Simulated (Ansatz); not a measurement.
`N#[C][Ge]([Cl])([Cl])[Cl]` + H₂ → `[Cl][GeH]([Cl])[Cl]` + `C#N` at 298.15 K and 1 bar (hydrogenolysis of a Ge–C bond).

Calculated with Ansatz (gas phase, PBE0-D4/def2-TZVP geometries, no zero-point term in ΔE). CCSD(T)/CBS adds triple-zeta CCSD(T) − MP2 to the extrapolated MP2 energy (def2 sets, frozen cores). This one scheme is used for every species. For Ge outer-core shells are correlated without core-valence functions, which leaves a few kJ/mol of doubt a bond. Scalar relativity is left out up to krypton.

```csv
species,CCSD(T)/CBS energy (Eh),H − E (kJ/mol),S (J/(mol·K))
`N#[C][Ge]([Cl])([Cl])[Cl]`,-3548.30650,56.6,375.7
H₂,-1.17544,35.1,130.4
`[Cl][GeH]([Cl])[Cl]`,-3456.16971,50.0,329.5
`C#N`,-93.32098,52.4,201.2
```

H − E and S are ideal-gas, rigid-rotor, harmonic terms from PBE0-D4/def2-TZVP. The MP2-based limit puts H₂ 0.8 mEh under its directly extrapolated value; such offsets cancel only in part. 1 Eh = 2625.50 kJ/mol, R = 8.31446 J/(mol·K).

By hand: ΔE, ΔH, ΔS and ΔG.

ΔE = (-3456.16971) + (-93.32098) − (-3548.30650) − (-1.17544) = -0.00875 Eh = -23.0 kJ/mol. Δ(H − E) = 50.0 + 52.4 − 56.6 − 35.1 = 10.7, so ΔH = -12.3 kJ/mol. ΔS = 329.5 + 201.2 − 375.7 − 130.4 = 24.6 J/(mol·K). ΔG = -12.3 − 298.15 × (24.6)/1000 = -19.6 kJ/mol.

By hand: the equilibrium constant, and the temperature at which ΔG would vanish if ΔH and ΔS stayed fixed.

log₁₀ K = −ΔG/(RT ln 10) = 3.4. ΔH and −TΔS have one sign here, so there is no such temperature.

TΔS isn't small against ΔH here. A doubt of 5 kJ/mol in ΔE shifts log₁₀ K by 0.9 here. These are equilibria of isolated gas molecules and say nothing of rates. Largest T1 diagnostic: 0.014 (customary marks: 0.02 for closed shells, 0.045 for open ones).
